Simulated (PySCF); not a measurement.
Species: C₂H₇F₃OSi₂.
Z-matrix (Å and degrees, PBE0-D3(BJ)/def2-SVP geometry), rows numbered from 1:
```
F 
C   1  1.3402
F   2  1.3409  1  107.08
F   2  1.3370  1  107.09  3   114.56
C   2  1.4999  1  111.50  3  -122.18
Si  5  1.8880  2  115.72  1    61.56
O   6  1.6563  5  105.44  2  -178.25
Si  7  1.6589  6  146.86  5  -177.69
H   5  1.1008  2  108.30  1   -60.51
H   5  1.1009  2  108.32  1  -176.42
H   6  1.4913  5  110.43  2   -59.21
H   6  1.4913  5  110.49  2    62.70
H   8  1.4939  7  110.16  6    63.05
H   8  1.4942  7  110.21  6   -57.28
H   8  1.4893  7  108.22  6  -177.12
```

The calculation used TDDFT B3LYP/def2-SVPD, vertical, gas phase, core orbitals frozen in the response in PySCF 2.14.0, density-fitted response routines.

Frontier orbitals with the atoms that hold most of them (Löwdin shares over 4%, at most four atoms; ? is withheld):

```csv
orbital,ε (eV),atoms
HOMO-3,-9.70,"Si8 20%, Si6 19%, H13 15%, H12 15%"
HOMO-2,-9.69,"Si8 19%, C5 18%, Si6 15%, H15 12%"
HOMO-1,-8.83,?
HOMO,-8.66,"O7 35%, Si6 14%, Si8 14%, H13 9%"
LUMO,-0.59,?
LUMO+1,0.18,"Si6 22%, C5 14%, H10 8%, H9 8%"
LUMO+2,0.32,"Si8 41%, H15 12%, H14 10%, H13 10%"
```

Problem. Give the leading atoms of the HOMO-1.

Solution. O7 (bonded to 2 Si) 32%; Si8 (bonded to O and 3 H) 14%; H15 (bonded to Si) 11%; C5 (bonded to C, Si and 2 H) 11%.

Problem. Give the leading atoms of the LUMO.

Solution. Si8 (bonded to O and 3 H) 26%; Si6 (bonded to C, O and 2 H) 19%; O7 (bonded to 2 Si) 12%; H14 (bonded to Si) 8%. By element: silicon 45%, oxygen 12%, hydrogen 8% or more.

Problem. The HOMO–LUMO gap is 8.08 eV. Where does the response calculation put the lowest singlet, and from which orbitals?

Solution. S1 is at 6.97 eV (f = 0.0006), 1.11 eV below the gap, made of HOMO→LUMO (99%). 

Problem. One configuration dominates each of S1, S2 and S7. Which, and how do the shares of the two leading atoms of either orbital change from the occupied to the empty one?

Solution. 
- S1 (6.97 eV, f 0.0006), HOMO→LUMO (99%): O7 35% → 12%, Si6 14% → 19%, Si8 14% → 26%
- S2 (7.17 eV, f 0.0003), HOMO-1→LUMO (98%): O7 32% → 12%, Si8 14% → 26%, Si6 at most 11% → 19%
- S7 (8.20 eV, f 0.014), HOMO-1→LUMO+1 (93%): O7 32% → at most 9%, Si8 14% → at most 9%, Si6 at most 11% → 22%, C5 11% → 14%

Orbitals of the list HOMO-3 to LUMO+2 that lie within 0.01 eV of each other are written together with a slash and their weights summed (≥ marks a lower bound); for degenerate orbitals outside that list single weights are arbitrary.

Löwdin shares depend on the basis, the more so with diffuse functions.

One conformer stands for the species.
